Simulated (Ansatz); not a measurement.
**BH3Br− (SMILES [H][B-]([H])([H])Br): methods side by side**

BH3Br−: 5 atoms, total charge -1, spin state singlet. As SMILES, `[H][B-]([H])([H])Br`. The coordinates come from a GFN2-xTB relaxation.

```xyz
5

B    -0.0024    0.0017   -0.1851
Br    0.0152   -0.0198    1.8429
H     1.1495    0.0105   -0.5598
H    -0.5857    1.0038   -0.5364
H    -0.5765   -0.9962   -0.5616
```

Quantity: the energy change with the B1–H5 bond stretched from 1.211 to 1.817 Å, in eV. The values are calculated.

```json
{"level": "SVWN5/STO-3G (restricted)", "kind": "LDA", "program": "Ansatz", "value (eV)": "2.42", "less FCI/STO-3G": "+0.05", "CPU time (all runs)": "1.2 s"}
{"level": "BLYP/STO-3G (restricted)", "kind": "GGA", "program": "Ansatz", "value (eV)": "2.19", "less FCI/STO-3G": "-0.18", "CPU time (all runs)": "1.9 s"}
{"level": "PBE/STO-3G (restricted)", "kind": "GGA", "program": "Ansatz", "value (eV)": "2.28", "less FCI/STO-3G": "-0.09", "CPU time (all runs)": "1.9 s"}
{"level": "r2SCAN/STO-3G (restricted)", "kind": "meta-GGA", "program": "Ansatz", "value (eV)": "2.44", "less FCI/STO-3G": "+0.07", "CPU time (all runs)": "4.5 s"}
{"level": "PBE0/STO-3G (restricted)", "kind": "global hybrid", "program": "Ansatz", "value (eV)": "2.56", "less FCI/STO-3G": "+0.19", "CPU time (all runs)": "1.9 s"}
{"level": "wB97M-V/STO-3G (restricted)", "kind": "range-separated hybrid", "program": "Ansatz", "value (eV)": "2.56", "less FCI/STO-3G": "+0.19", "CPU time (all runs)": "28 s"}
{"level": "B2PLYP/STO-3G (restricted)", "kind": "double hybrid", "program": "Ansatz", "value (eV)": "2.55", "less FCI/STO-3G": "+0.18", "CPU time (all runs)": "2.6 s"}
{"level": "RPA@PBE/STO-3G (restricted)", "kind": "RPA", "program": "Ansatz", "value (eV)": "2.27", "less FCI/STO-3G": "-0.10", "CPU time (all runs)": "3 s"}
{"level": "CCSDT(Q)/STO-3G (restricted)", "kind": "coupled cluster or CI", "program": "Ansatz", "value (eV)": "2.37", "less FCI/STO-3G": "0.00", "CPU time (all runs)": "0.83 s"}
{"level": "FCI/STO-3G", "kind": "exact in the basis", "program": "Ansatz", "value (eV)": "2.37", "less FCI/STO-3G": "0.00", "CPU time (all runs)": "15 s"}
```

FCI/STO-3G is exact within its basis and frozen core, so for wave-function methods in that basis the difference is their error; functionals converge differently with the basis, so for them it is only a difference. All-electron rows without a relativistic Hamiltonian named are non-relativistic. Sets without diffuse functions describe the anion poorly. The first shape isn't each level's own minimum. The values span 2.19 to 2.56 eV. All rows use very small basis sets, so even the best lies far from the true value. In the correlated wave-function rows the outer d shell of Br is correlated, in sets not made for it. CPU times are rough (shared hosts, several kinds of processor): they show what a rung costs within a factor of a few.
